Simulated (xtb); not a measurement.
C4H11O3Si (SMILES [CH2][Si](OC)(OC)OC), doublet, geometry from GFN2-xTB. Base run: GFN2-xTB (xtb).

xtb was given this input:
```
$ xtb mol.xyz --gfn 2 --uhf 1 --json

# file mol.xyz
19

C      1.03045024     1.68579976     0.87027302
Si     0.18294435     0.27554884     0.00825667
O      1.13218947    -0.72525837    -0.85910410
C      2.21673348    -1.44717844    -0.35832603
O     -0.81967614     0.68746114    -1.20340225
C     -1.89125988     1.57688966    -1.10690799
O     -0.54199962    -0.45621218     1.28470314
C     -1.31594304    -1.62601236     1.26471867
H      1.16693950     1.73078585     1.93480539
H      1.44071395     2.51274235     0.31945746
H      3.08568779    -0.79512441    -0.23724464
H      2.45597185    -2.23385302    -1.07516706
H      1.98670461    -1.89643351     0.61093454
H     -2.50423218     1.37022289    -0.22612304
H     -2.49935362     1.46725632    -2.00566521
H     -1.53006294     2.60617048    -1.03974900
H     -0.76523937    -2.45516053     0.81417387
H     -2.23641581    -1.47462281     0.69551334
H     -1.56592907    -1.87458397     2.29735052
```

Each row names what was changed in the base input (with any setting that the change needs).

```
change          ΔE vs base (mEh)  dipole (D)  G_solv (kcal/mol)  SCF cycles
--------------  ----------------  ----------  -----------------  ----------
base                       0.000        1.16                  -          12
acc = 1000                 0.005        1.16                  -           7
alpb = acetone           -13.982        1.25              -8.98          12
etemp = 10000            -32.956        1.87                  -          13
etemp = 1000               0.000        1.16                  -          12
alpb = ch2cl2            -12.981        1.24              -8.28          12
```

ALPB and GBSA are two models with their own fitted parameters for each solvent, which aren't always the measured dielectric constant.
